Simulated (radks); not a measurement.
Values are calculated unless marked as measured or tabulated.
Excited configurations of Pd7+: one electron is placed in a higher orbital outside [Kr] 4d2. The ground configuration is [Kr] 4d3. Level of theory: Dirac Kohn-Sham, LDA (Slater exchange, Perdew-Wang correlation), spin-unpolarised, spherical densities, point nucleus; open shells fill j = l - 1/2 first (a radial shooting solver on a logarithmic mesh with Libxc functionals). Excitation = E - E(ground); binding = E(ion) - E, where the ion is the core of charge +8; n* = 8/sqrt(2 binding) in atomic units. These energies are relativistic, and a one-electron ion of charge +8 with no core already has n* below n in this formula (Dirac formula, point nucleus: 5p1/2 4.999, 5f5/2 5.000, 6s1/2 5.999, 6d3/2 5.999, 6f5/2 6.000, 7s1/2 6.998, 7p1/2 6.998, 7f5/2 7.000). The quantum defect is therefore taken as that value minus n*, so that it holds no relativistic shift of the bare ion.

| outer orbital | excitation (eV) | binding (eV) | quantum defect | eigenvalue (eV) |
|---|---|---|---|---|
| 5p1/2 | 42.515 | 78.206 | 1.662 | -73.129 |
| 5f5/2 | 78.490 | 42.230 | 0.459 | -39.137 |
| 6s1/2 | 70.105 | 50.615 | 1.851 | -47.766 |
| 6d3/2 | 83.278 | 37.442 | 1.177 | -35.166 |
| 6f5/2 | 92.058 | 28.662 | 0.488 | -26.819 |
| 7s1/2 | 87.842 | 32.879 | 1.852 | -31.108 |
| 7p1/2 | 90.385 | 30.335 | 1.641 | -28.675 |
| 7f5/2 | 100.03 | 20.695 | 0.513 | -19.475 |

The Delta-SCF ionisation energy is 120.72 eV (NIST Atomic Spectra Database: 120 eV, theoretical). Self-interaction in the functional shifts the binding energies and quantum defects, so they are the method's values and not measured ones. Spin polarisation and multiplet splitting are left out, so open shells lie too high by an amount that depends on their filling.

Beside tabulated values, note that spin-unpolarised runs miss the spin-polarisation part of the exchange energy of open shells.
